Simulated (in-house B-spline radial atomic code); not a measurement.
# Ag⁺: [Kr] 4d10

Method: Dirac-Kohn-Sham relativistic LDA, spherical fractional occupations, Fermi nucleus of rms radius 4.5454 fm. Calculated with an all-electron radial atomic-structure program (B-spline basis).

Screening seen three ways: the hydrogenic charge with the same mean radius, Z_r = [3n² - l(l+1)]/(2<r>), the one with the same energy, Z_e = n√(-2ε), and Slater's rules. Values are occupation-weighted means over j. An effective charge above Z reflects the relativistic contraction of the inner shells.

```csv
shell,electrons,ε (eV),<r> (bohr),Z_r,Z_e,Slater
1s,2,-25180,0.03122,48.04,43.02,46.70
2s,2,-3718.5,0.135,44.46,33.06,42.85
2p,6,-3345.7,0.1177,42.47,31.36,42.85
3s,2,-688.19,0.3696,36.53,21.34,35.75
3p,6,-564.65,0.3682,33.95,19.33,35.75
3d,10,-366.61,0.3463,30.32,15.57,25.85
4s,2,-102.97,0.9131,26.28,11.00,19.25
4p,6,-66.954,1.002,22.96,8.87,19.25
4d,10,-15.934,1.389,15.12,4.33,7.85
```

The least bound orbital is 4d5/2 at -15.71 eV, and it is also the most diffuse (<r> = 1.398 bohr).

Spin-orbit splittings of the orbital energies (j = l + 1/2 above j = l - 1/2 when positive): 2p 173.8 eV, 3p 30.69 eV, 3d 6.211 eV, 4p 5.118 eV, 4d 0.5708 eV.

For the 1s electron the small component carries 2.94 % of the norm, the zero-frequency Breit interaction raises the level by 55.02 eV, self-energy by 30.78 eV, and vacuum polarisation lowers it by 3.861 eV.
